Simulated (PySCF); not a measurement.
CH3F3Ge, SMILES F[C](F)(F)[GeH3], B3LYP/def2-SVP optimised geometry.

```
8

Ge    -0.49    -0.31     0.00
C     -1.10    -1.20    -1.70
F     -0.63    -2.46    -1.79
F     -0.66    -0.53    -2.79
F     -2.44    -1.26    -1.77
H     -1.05    -1.12     1.18
H     -1.05     1.12     0.00
H      1.05    -0.31     0.00
```

Density from B3LYP/def2-TZVP (PySCF) at that geometry.

Minimum of the electron density along straight lines between bonded atoms, close to the bond critical point (lines longer than 1.1 times the sum of covalent radii, or with two minima, are not listed):

```json
[
 {"bond": "Ge1–C2", "length / Å": "2.007", "ρ at the minimum / e bohr⁻³": "[?]", "∇²ρ there / e bohr⁻⁵": "[?]", "position (fraction from the first atom)": "0.46"},
 {"bond": "C2–F3", "length / Å": "1.348", "ρ at the minimum / e bohr⁻³": "0.279", "∇²ρ there / e bohr⁻⁵": "-0.47", "position (fraction from the first atom)": "0.34"},
 {"bond": "C2–F4", "length / Å": "1.348", "ρ at the minimum / e bohr⁻³": "0.279", "∇²ρ there / e bohr⁻⁵": "-0.47", "position (fraction from the first atom)": "0.34"},
 {"bond": "C2–F5", "length / Å": "1.348", "ρ at the minimum / e bohr⁻³": "0.279", "∇²ρ there / e bohr⁻⁵": "-0.47", "position (fraction from the first atom)": "0.34"},
 {"bond": "Ge1–H6", "length / Å": "1.536", "ρ at the minimum / e bohr⁻³": "0.134", "∇²ρ there / e bohr⁻⁵": "0.05", "position (fraction from the first atom)": "0.59"},
 {"bond": "Ge1–H7", "length / Å": "1.536", "ρ at the minimum / e bohr⁻³": "0.134", "∇²ρ there / e bohr⁻⁵": "0.05", "position (fraction from the first atom)": "0.59"},
 {"bond": "Ge1–H8", "length / Å": "1.536", "ρ at the minimum / e bohr⁻³": "0.134", "∇²ρ there / e bohr⁻⁵": "0.05", "position (fraction from the first atom)": "0.59"}
]
```

Task: Some entries are withheld; supply them.

Result: 
- Ge1–C2, ρ at the minimum / e bohr⁻³: 0.123
- Ge1–C2, ∇²ρ there / e bohr⁻⁵: 0.11
